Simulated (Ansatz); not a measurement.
Geometry optimisation, Ansatz, UKS CAM-B3LYP-D4/STO-3G.

The input (input.yaml):

```yaml
crystal:
  periodic: [false, false, false]
  atoms:
    - { symbol: Si, position_ang: [-2.4288, -0.7041, -1.3592] }
    - { symbol: C, position_ang: [-0.7396, -0.7315, -0.7925] }
    - { symbol: C, position_ang: [-0.2913, -0.2216, 0.3442] }
    - { symbol: C, position_ang: [1.2596, -0.3199, 0.7763] }
    - { symbol: Si, position_ang: [2.0809, 1.2937, 0.9855] }
    - { symbol: H, position_ang: [-3.0202, -2.0193, -1.4854] }
    - { symbol: H, position_ang: [-3.2792, 0.1187, -0.4096] }
    - { symbol: H, position_ang: [-2.4937, 0.0075, -2.7101] }
    - { symbol: H, position_ang: [-0.0727, -1.2219, -1.4437] }
    - { symbol: H, position_ang: [-0.9294, 0.2783, 1.0801] }
    - { symbol: H, position_ang: [1.2078, -0.8757, 1.7516] }
    - { symbol: H, position_ang: [1.7686, -0.9269, 0.0761] }
    - { symbol: H, position_ang: [3.4197, 1.0857, 1.4552] }
    - { symbol: H, position_ang: [1.3577, 2.1486, 2.0347] }
    - { symbol: H, position_ang: [2.1388, 2.0374, -0.2738] }
magnetization:
  spin_polarized: true
basis:
  gaussian: { orbitals: STO-3G }
hamiltonian:
  xc: cam_b3lyp
  dispersion: d4
relax:
  f_tol: 0.02
  max_steps: 40
output:
  orbitals: {}
```

Launched with:

```bash
$ ansatz run input.yaml --threads 2 --pin off --max-ram 3072MiB --backend cpu --events-out ev --progress --plain --runs-dir out
```

Task: Where does it end, and by what steps?

Result: It converged. Limits of this set-up: minimal basis. After 10 steps the energy has fallen by 0.649 eV; H14 moved furthest, 0.23 Å.

| step | energy less start (eV) | largest force component (eV/Å) | accepted |
| --- | --- | --- | --- |
| 0 | 0.0000 | 3.973 | yes |
| 1 | -0.5957 | 0.961 | yes |
| 2 | -0.6134 | 0.722 | yes |
| 3 | -0.6248 | 0.736 | yes |
| 4 | -0.6463 | 0.060 | yes |
| 5 | -0.6473 | 0.055 | yes |
| 6 | -0.6480 | 0.040 | yes |
| 7 | -0.6487 | 0.069 | yes |
| 8 | -0.6491 | 0.065 | yes |
| 9 | -0.6493 | 0.035 | yes |
| 10 | -0.6494 | 0.016 | yes |

```xyz
15
Properties=species:S:1:pos:R:3
Si -2.441 -0.597 -1.360
C -0.680 -0.727 -0.799
C -0.236 -0.310 0.387
C 1.213 -0.387 0.861
Si 2.020 1.310 0.936
H -2.986 -1.906 -1.606
H -3.222 0.057 -0.345
H -2.523 0.160 -2.582
H 0.048 -1.174 -1.485
H -0.930 0.151 1.104
H 1.244 -0.843 1.860
H 1.781 -1.039 0.188
H 3.366 1.189 1.429
H 1.274 2.166 1.817
H 2.051 1.898 -0.376
```

Whether the end is a true minimum wasn't checked by a vibrational analysis.

Time of the run: 55 s on 2 threads of Arm Neoverse N1, on a shared host, peak memory 0.19 GiB.
